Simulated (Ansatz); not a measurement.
Consider the formal hydrolysis of a B–O bond: `COB(F)O[SiH3]` + H₂O → `COB(O)F` + silanol.

Isolated molecules relaxed with PBE0-D4/def2-TZVP in Ansatz; ΔE leaves out vibrations. CCSD(T)/CBS is the MP2 limit (def2-TZVPP, def2-QZVPP) plus CCSD(T) − MP2 in def2-TZVPP, frozen cores. This one scheme is used for every species. Each species was taken in one conformer, which may not be the lowest.

| species | CCSD/def2-SVP energy (Eh) |
| --- | --- |
| `COB(F)O[SiH3]` | -604.92887 |
| H₂O | -76.17170 |
| `COB(O)F` | -314.77528 |
| `O[SiH3]` | -366.32450 |

Problem. Work out ΔE.

Solution. ΔE = (-314.77528) + (-366.32450) − (-604.92887) − (-76.17170) = 0.00079 Eh = +2.1 kJ/mol. CCSD(T)/CBS gives +7.8 kJ/mol.

Largest T1 diagnostic among the species: 0.012.

Leaving LDA and LC-ωPBE aside and taking each functional with its dispersion term where it has one, the values, not all of them listed here, spread over 5.6 kJ/mol, from PBE-D4 to BHLYP-D4. From BLYP to BHLYP (50 % exact exchange), in def2-TZVPP and without D4, ΔE moves by +3.9 kJ/mol.
